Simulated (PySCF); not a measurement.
C (SMILES [C+]), charge +1, doublet; BLYP/3-21G in PySCF.

Input for PySCF:
```python
from pyscf import gto, scf, dft

mol = gto.M(
    atom='''
C     0.00000000    0.00000000    0.00000000
''',
    basis='3-21g',
    charge=1,
    spin=1,
    verbose=4,
)

mf = dft.UKS(mol)
mf.xc = 'blyp'
mf.kernel()
```

**Question.** What does PySCF print? Leave out banner, timings and long lists.

**Answer.** 
```
PySCF version 2.14.0

[INPUT] verbose = 4
[INPUT] num. atoms = 1
[INPUT] num. electrons = 5
[INPUT] charge = 1
[INPUT] spin (= nelec alpha-beta = 2S) = 1
[INPUT] symmetry False subgroup None
[INPUT] Mole.unit = angstrom
[INPUT] Symbol           X                Y                Z      unit          X                Y                Z       unit  Magmom
[INPUT]  1 C      0.000000000000   0.000000000000   0.000000000000 AA    0.000000000000   0.000000000000   0.000000000000 Bohr   0.0

nuclear repulsion = 0
number of shells = 5
number of NR pGTOs = 15
number of NR cGTOs = 9
basis = 3-21g
ecp = {}

******** <class 'pyscf.dft.uks.UKS'> ********
method = UKS
initial guess = minao
damping factor = 0
level_shift factor = 0
DIIS = <class 'pyscf.scf.diis.CDIIS'>
diis_start_cycle = 1
diis_space = 8
diis_damp = 0
SCF conv_tol = 1e-09
SCF conv_tol_grad = None
SCF max_cycles = 50
direct_scf = True
direct_scf_tol = 1e-13
number electrons alpha = 3  beta = 2
XC library pyscf.dft.libxc version 7.1.2
    S. Lehtola, C. Steigemann, M. J. T. Oliveira, and M. A. L. Marques,  SoftwareX 7, 1–5 (2018)
XC functionals = blyp
    A. D. Becke,  Phys. Rev. A 38, 3098 (1988)
    C. Lee, W. Yang, and R. G. Parr,  Phys. Rev. B 37, 785 (1988)
    B. Miehlich, A. Savin, H. Stoll, and H. Preuss,  Chem. Phys. Lett. 157, 200 (1989)
radial grids:
    Treutler-Ahlrichs [JCP 102, 346 (1995); DOI:10.1063/1.469408] (M4) radial grids

becke partition: Becke, JCP 88, 2547 (1988); DOI:10.1063/1.454033
pruning grids: <function nwchem_prune>
grids dens level: 3
symmetrized grids: False
atomic radii adjust function: <function treutler_atomic_radii_adjust>
small_rho_cutoff = 0
Set gradient conv threshold to 3.16228e-05
tot grids = 14120
init E= -37.5446785823705

cycle= 1 E= -37.1640599655579  delta_E= 0.381  |g|= 0.265  |ddm|= 0.688
cycle= 2 E= -37.2068366315893  delta_E= -0.0428  |g|= 0.0823  |ddm|= 0.467
cycle= 3 E= -37.2108188971513  delta_E= -0.00398  |g|= 0.00166  |ddm|= 0.107
cycle= 4 E= -37.210820770275  delta_E= -1.87e-06  |g|= 4.08e-05  |ddm|= 0.00283
cycle= 5 E= -37.2108207714714  delta_E= -1.2e-09  |g|= 1.37e-06  |ddm|= 6.88e-05
cycle= 6 E= -37.2108207715287  delta_E= -5.73e-11  |g|= 1.13e-06  |ddm|= 2.91e-05
Extra cycle  E= -37.2108207715842  delta_E= -5.55e-11  |g|= 1.13e-06  |ddm|= 2.84e-05
converged SCF energy = -37.2108207715842  <S^2> = 0.75017801  2S+1 = 2.000178
```
